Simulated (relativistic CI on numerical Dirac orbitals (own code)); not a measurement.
**How well does a small relativistic CI reproduce Li II?**

Calculated at this level of theory: Dirac-Coulomb-Breit CI, orbitals from a KLI potential per configuration, QED by a radiative potential, valence Slater integrals scaled by 0.85, configuration energies shifted to the measured levels that pair with them (semi-empirical) (own radial code, finite nucleus).

CI space: 1s2, 1s.2s, 1s.2p, 1s.3s, 1s.3p, 1s.3d. Levels of other configurations are missing.

```
Configuration  Term (tabulated)  J  Measured (cm⁻¹)  Computed  Error  Purity (%)
          1s2                1S  0              0.0         0      0         100
        1s.2s                3S  1         476034.2    476034      0         100
        1s.2p               3P°  1         494260.3    494260      0         100
        1s.2p               3P°  2         494262.5    494262     -1         100
        1s.2p               3P°  0         494265.6    494266      0         100
        1s.2p               1P°  1         501807.6    502074    266         100
        1s.3s                3S  1         554753.7    554795     41         100
        1s.3s                1S  0         558776.9    558736    -41          99
        1s.3p               3P°  1         559499.5    559500      0         100
        1s.3p               3P°  2         559500.4    559500     -1         100
        1s.3p               3P°  0         559501.3    559501      0         100
        1s.3p               1P°  1         561751.5    562347    595         100
```

Measured levels from NIST Handbook of Basic Atomic Spectroscopic Data (Sansonetti and Martin, J. Phys. Chem. Ref. Data 34, 1559 (2005)); pairs were made by configuration, J and term (by order where the table uses no LS term), so strongly mixed levels may be paired wrongly.

Mean error by configuration (cm⁻¹): 1s.2s 0; 1s.2p 66; 1s.3s 0; 1s.3p 149. Over the excited levels the mean absolute error is 86 cm⁻¹ (11 of the 11 excited levels that our extract of the source holds in range could be paired), and the median relative error of those above 1,000 cm⁻¹ is 9.5e-05 %, both after the shifts were fitted to these levels, so that a configuration with one level shows no error.

Transition probabilities of persistent lines. The last column rescales the computed rate by the cube of measured over computed energy:

```csv
λ measured (Å),Lower,Upper,A tabulated (s⁻¹),A computed,A rescaled
178.01 vacuum,1s2 1S_0,1s.3p 1P°_1,7.79e+09,1.25e+10,1.25e+10
199.28 vacuum,1s2 1S_0,1s.2p 1P°_1,2.56e+10,2.93e+10,2.93e+10
5483.56 air,1s.2s 3S_1,1s.2p 3P°_0,2.28e+07,2.37e+07,2.37e+07
5484.50 air,1s.2s 3S_1,1s.2p 3P°_2,2.28e+07,2.37e+07,2.37e+07
5485.11 air,1s.2s 3S_1,1s.2p 3P°_1,2.28e+07,2.37e+07,2.37e+07
```

Configurations whose levels could be paired with our table of measured levels were shifted onto them, all but the ground configuration, by the median error of their levels; single terms can still be off by 1,000 to 2,000 cm⁻¹ or more, and rates follow the energies as ν³ (E1, M1) or ν⁵ (E2). The others borrow a shift and can be off by several thousand cm⁻¹ or more. The fine structure of a lone outer electron comes out too small, for d and f at times inverted, and misplaced configurations move strength between like terms. 11 of the 11 excited levels that our extract of the measured tables holds in this range could be paired (the sources list more); they are missed by 86 cm⁻¹ on average and 595 at most, after the shifts were fitted to these levels, and levels without a partner can miss by more.

Shifts applied (cm⁻¹): 1s2 0; 1s.2s 5900; 1s.2p 5566; 1s.3s 5227; 1s.3p 5127.
